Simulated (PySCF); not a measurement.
TiClO, SMILES [Cl][Ti+]=[O], charge +1, multiplicity 1.

Geometry optimised at PBE0-D3(BJ)/def2-TZVP. The multiplicity is an assumed one; other spin states were not compared. The isomer is the one that the SMILES or the coordinates give; other isomers of the formula were not compared.

Calculation: PBE0-D3(BJ)/def2-TZVP run with PySCF.

Frequencies are harmonic and unscaled.

Task: Estimate the vibrational spectrum. (Estimate from the structure and the level; the computed values follow.)

Result: 
```
mode  ν (cm⁻¹)  IR (km/mol)  Raman (Å⁴/amu)  depolarisation  moving atoms (share of kinetic energy)
----  --------  -----------  --------------  --------------  --------------------------------------
1          240         10.0             5.1            0.57                O 61 %, Cl 22 %, Ti 17 %
2          532         98.1             9.7            0.19                        Cl 54 %, Ti 45 %
3         1175        196.1            25.1            0.17                         O 75 %, Ti 25 %
```
